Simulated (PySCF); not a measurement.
## MSe anions for M along the second period

CCSD(T) with double-zeta basis sets in PySCF, for the lowest determinant that a PBE0 search found; no spin–orbit coupling. De refers to high-spin ground-configuration atoms (the charge goes to the atom of lower measured ionisation energy or higher electron affinity, which is not always the lowest computed limit).

```csv
M,basis,"reference, frozen orbitals",charged atom,state (unpaired electrons),Re (Å),ωe (cm⁻¹),De (eV)
Li,aug-pcseg-1,"RHF, 9",Se−,singlet (closed shell),2.234,528,2.09
Be,aug-pcseg-1,"UHF, 9",Se−,doublet (σ ↑),1.986,716,2.56
B,aug-cc-pVDZ-DK,"RHF, 10",Se−,singlet (closed shell),1.856,794,n/a
O,aug-pcseg-1,"UHF, 10",Se−,doublet (π ↑),1.785,687,3.37
F,aug-cc-pVDZ-PP/aug-cc-pVDZ,"RHF, 5",F−,singlet (closed shell),1.889,538,2.12
```

The shortest bond is that of SeO⁻ (1.785 Å), the longest that of LiSe⁻ (2.234 Å).

The rows differ in basis set, which adds steps of its own.

The state changes along the series, so neighbouring rows are not always alike in their bonding.

Correlated steps freeze the inner cores (5 to 10 orbitals); shallow outer-core shells are correlated. Correlated levels converge slowly with the basis: in double zeta they bind strong bonds too weakly, by up to about 1 eV, and carry superposition errors of some tenths. For an ion De counts to the pair picked by the measured ionisation energies or electron affinities, which need not be the lowest pair at this level. Where the molecule has an RHF reference, its open-shell atoms are computed with UHF. The CCSD T1 diagnostic is raised in LiSe⁻, SeO⁻, a sign that a single reference may not be enough there. States were picked by a PBE0 search and need not be the measured ground states.
